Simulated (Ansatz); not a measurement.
`O=C[SiH2][SiH3]` + `CSCF` → `FCS[SiH3]` + `C[SiH2]C=O`  (formal exchange of groups at the Si–Si bond)

Isolated molecules relaxed with PBE0-D4/def2-TZVP in Ansatz; ΔE leaves out vibrations. CCSD(T)/CBS is the MP2 limit (def2-TZVPP, def2-QZVPP) plus CCSD(T) − MP2 in def2-TZVPP, frozen cores. DFT in def2-TZVPP. Each species was taken in one conformer, which may not be the lowest.

CCSD(T)/CBS gives -96.4 kJ/mol.

(1) Another level gave -101.4 kJ/mol. Which?
A. r2SCANh/def2-TZVPP
B. PBE-D4/def2-TZVPP
C. SCS-MP2/def2-TZVPP
D. BLYP/def2-TZVPP

Largest T1 diagnostic among the species: 0.016.

## Answers

(1) C. SCS-MP2/def2-TZVPP -101.4, r2SCANh -93.5, BLYP -85.2, PBE-D4 -80.9 kJ/mol.

From PBE to PBE0 (25 % exact exchange), in def2-TZVPP and without D4, ΔE moves by −6.5 kJ/mol. At CCSD(T), def2-SVP lies +6.2 kJ/mol from the extrapolated value and def2-TZVPP +1.1 kJ/mol. Leaving LDA and LC-ωPBE aside and taking each functional with its dispersion term where it has one, the values, not all of them listed here, spread over 19.7 kJ/mol, from ωB97M-V to PBE-D4.
